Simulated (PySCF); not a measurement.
Compound: C3H5FSSi.
Geometry (PBE0-D3(BJ)/def2-SVP, Å), atoms numbered from 1 in this order:
```
atom  x, y, z in Å
F1    -1.3443   -1.5220   -0.9412
Si2   -0.4515   -0.7908    0.2129
C3     1.2820   -0.4659   -0.3084
C4     1.5125    0.8515   -0.4924
S5     0.3106    2.0861   -0.2074
C6    -1.0155    1.0063    0.4037
H7    -0.6589   -1.6171    1.4326
H8     2.0806   -1.1865   -0.4997
H9     2.4717    1.2575   -0.8357
H10   -1.9305    1.1935   -0.1795
H11   -1.2223    1.2589    1.4552
```

Jobs on this species (11 atoms, 62 electrons) with PySCF (density fitting). Hardware of each: one thread, Intel Xeon 6975P-C (x86_64), no GPU, on a shared host. Times come from a shared host and carry two figures at best. Peak memory is the resident size of the whole Python process, interpreter and libraries included.

```json
{"level and settings": "PBE0/6-311+G(2d,p)", "work": "shieldings, ring-centre shieldings, charges and field gradients", "basis functions": "208", "SCF cycles": "?", "wall time": "?", "peak memory": "?"}
{"level and settings": "PBE/def2-SVPD", "work": "10 singlets by full TDDFT, 4 Tamm–Dancoff triplets, polarisability, ΔSCF ions", "basis functions": "174", "SCF cycles": "?", "wall time": "?", "peak memory": "?"}
{"level and settings": "PBE0-D3(BJ)/def2-SVP, grid level 1", "work": "geometry optimisation from a GFN2-xTB start shaken at random", "basis functions": "117", "SCF cycles": "69", "wall time": "35 s", "peak memory": "0.52 GiB"}
{"level and settings": "PBE0/pcSseg-2", "work": "shieldings, ring-centre shieldings", "basis functions": "300", "SCF cycles": "14", "wall time": "30 s", "peak memory": "1.2 GiB"}
{"level and settings": "HF/def2-SVPD", "work": "10 singlets by TDHF, 4 Tamm–Dancoff triplets, polarisability, ΔSCF ions", "basis functions": "174", "SCF cycles": "12", "wall time": "8.6 s", "peak memory": "0.73 GiB"}
{"level and settings": "PBE0/6-31G*", "work": "shieldings, ring-centre shieldings, charges and field gradients", "basis functions": "102", "SCF cycles": "14", "wall time": "7.1 s", "peak memory": "0.57 GiB"}
{"level and settings": "PBE0/def2-SVP", "work": "shieldings, ring-centre shieldings, charges and field gradients", "basis functions": "117", "SCF cycles": "13", "wall time": "7.2 s", "peak memory": "0.61 GiB"}
{"level and settings": "LC-wPBE/pcSseg-2", "work": "shieldings, ring-centre shieldings", "basis functions": "300", "SCF cycles": "15", "wall time": "50 s", "peak memory": "1.2 GiB"}
{"level and settings": "B3LYP/def2-SVPD", "work": "10 singlets by full TDDFT, 4 Tamm–Dancoff triplets, polarisability, ΔSCF ions", "basis functions": "174", "SCF cycles": "13", "wall time": "25 s", "peak memory": "0.81 GiB"}
```

Fill in the missing figures.

- PBE0/6-311+G(2d,p); shieldings, ring-centre shieldings, charges and field gradients: 18 s, 0.96 GiB, 14 SCF cycles
- PBE/def2-SVPD; 10 singlets by full TDDFT, 4 Tamm–Dancoff triplets, polarisability, ΔSCF ions: 47 s, 0.64 GiB, 16 SCF cycles

What do all jobs in the table cost together?

About 3.8 min; the longest takes about 22 % of that, and about 7 times as long as the shortest.
